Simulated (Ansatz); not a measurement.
Abstraction of Cl: GeH(GeH3)Cl2 + C2H5Si2 → GeH(GeH3)Cl + C2H5ClSi2

Species: GeH(GeH3)Cl2, singlet; C2H5Si2 `[SiH2]C#C[SiH3]`, doublet; GeH(GeH3)Cl, doublet; C2H5ClSi2 `[SiH3]C#C[SiH2]Cl`, singlet. A radical takes Cl: the energy is the difference in strength between the Ge–Cl bond broken and the Si–Cl bond made.

Shapes, held fixed at every level: PBE0-D4/def2-TZVP. Programs: Ansatz 0.2.0. Electronic energies: no zero-point or thermal term.

```
                level                    kind  ΔE (kJ/mol)  CPU time (sum over the molecules)
     SPW92/def2-TZVPP                     LDA        -48.6                               21 s
    PBE-D4/def2-TZVPP                     GGA        -48.3                               42 s
  B3LYP-D4/def2-TZVPP           global hybrid        -54.8                               82 s
   PBE0-D4/def2-TZVPP           global hybrid        -49.9                               65 s
r2SCAN0-D4/def2-TZVPP           global hybrid        -50.8                            1.8 min
   wB97X-V/def2-TZVPP  range-separated hybrid        -56.0                            2.5 min
    B2PLYP/def2-TZVPP           double hybrid        -57.3                               98 s
```

B2PLYP/def2-TZVPP gives ΔE = -57.3 kJ/mol; the levels span -57.3 to -48.3. The median of the levels is -50.8. No measured value is set beside it here. Spin contamination: C2H5Si2 (⟨S²⟩ up to 0.88). Open shells run unrestricted. Relativity is left out for Ge. Outer-core shells of Ge are correlated, in sets that cover them unevenly. Times are processor times on shared x86 and Arm servers, and rough.
